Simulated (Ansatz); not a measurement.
The Al1–Cl4 bond of AlClFH (SMILES [F][AlH][Cl]) is stretched (multiplicity 1, the rest rigid).
Geometry at rest (charge 0, multiplicity 1):
```tsv
atom	x (Å)	y (Å)	z (Å)
Al	-0.5612	0.1772	-0.4707
H	-1.7558	-0.3699	-1.3032
F	-0.2159	1.7862	-0.4960
Cl	0.6468	-1.0594	0.6992
```

Frozen-core correlation.

Codes used: Ansatz (a program for electronic structure) with Gaussian orbitals. Values without a source in brackets are computed.

Energies above the point at 2.087 Å (the B3LYP-D3(BJ) bond length), FIC-MRCISD+Q on CASSCF(6,4)/cc-pV(T+d)Z (kcal/mol): 11.63 at 1.879 Å; 6.81 at 2.296 Å; 118.06 at 6.679 Å.

Problem. Take the last value as the depth D of a Morse curve D(1 − e^(−a(R − R₀)))², fit a and R₀ to the two near points, and test it at 2.818 and 3.653 Å.

Solution. 
With D = 118.1, both near points (counted from the curve's value at 2.087 Å) are met by a = 1.31 Å⁻¹ and R₀ = 2.087 Å, so k = 2Da² = 406 kcal/(mol Å²). The curve then gives 44.9 and 89.7 kcal/mol; the level itself gives 44.9 and 95.3, so Morse is off by 0.0 and -5.6.

Doubts at one or more of the structures used: active orbitals that take no part (FIC-MRCISD+Q on CASSCF(6,4)/cc-pV(T+d)Z).
